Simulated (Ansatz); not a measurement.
A nudged elastic band was laid between two geometries of GaH3O + H2 (7 atoms, charge 0, multiplicity 1).

Level of theory: Ansatz 0.2.0, RKS r2SCAN-D4/def2-SVP.

| Property | Result |
| --- | --- |
| movable images | 7 |
| climbing image | yes |
| spring | 5.0 eV/Å² |
| optimiser | quadratic models (default) |
| start path | through a guess of the saddle point |
| force threshold | 0.05 eV/Å |
| iteration limit | 60 |
| end points | relaxed |

Image 0:

```xyz
7
Properties=species:S:1:pos:R:3
Ga -0.046 -0.187 0.166
O -0.030 -0.667 1.892
H -0.907 -0.736 2.290
H 1.373 -0.140 -0.462
H -1.428 0.053 -0.520
H 0.086 2.436 0.565
H 0.192 2.104 1.242
```

Image 8:

```xyz
7
Properties=species:S:1:pos:R:3
Ga -0.003 0.495 -0.210
O 0.006 0.061 1.924
H -0.890 -0.199 2.185
H 1.352 -0.169 -0.625
H -1.357 -0.263 -0.481
H -0.062 2.060 -0.031
H 0.192 0.877 2.412
```

(1) Which bonds break or form, and what moves?

(2) Give the energies along the band, and the barrier.

(3) What is the geometry of the highest image?

(4) What are the harmonic wavenumbers there?

## Answers

(1) Bonds broken: H6–H7. Bonds formed: Ga1–H6, O2–H7. GaH3O + H2 becomes GaH5O.

(2) The forces met the threshold. The highest image is number 4 of 0 to 8, 0.76 eV above the first end and 0.95 eV above the last; the last end lies 0.19 eV below the first. A vibrational analysis at the climbing image gives one clearly imaginary mode, 1099i cm⁻¹: a first-order saddle point. The orbitals stay closed-shell, which can raise the energy where a bond breaks towards radicals; this wasn't checked here.

```csv
image,path coordinate (Å),energy (eV),H6–H7 (Å),Ga1–H6 (Å),O2–H7 (Å)
0,0.00,0.00,0.76,2.66,2.85
1,0.38,0.01,0.76,2.58,2.50
2,0.77,0.10,0.77,2.35,2.15
3,1.15,0.39,0.80,2.07,1.76
4,1.53,0.76,0.99,1.84,1.35
5,1.91,0.29,1.38,1.68,1.04
6,2.28,-0.04,1.83,1.60,0.98
7,2.66,-0.16,2.31,1.58,0.97
8,3.04,-0.19,2.73,1.58,0.97
```

(3) 
```xyz
7
Properties=species:S:1:pos:R:3
Ga 0.002 0.191 -0.026
O 0.033 -0.062 1.920
H -0.835 -0.278 2.290
H 1.408 -0.063 -0.625
H -1.421 0.002 -0.625
H 0.040 1.858 0.748
H 0.011 1.215 1.493
```

(4) 1099i, 438, 458, 536, 640, 708, 730, 759, 929, 1349, 1757, 1928, 2008, 2040, 3820 cm⁻¹.

Time of the run: 2.8 min on 1 thread of Arm Neoverse V1, on a shared host, peak memory 0.12 GiB.
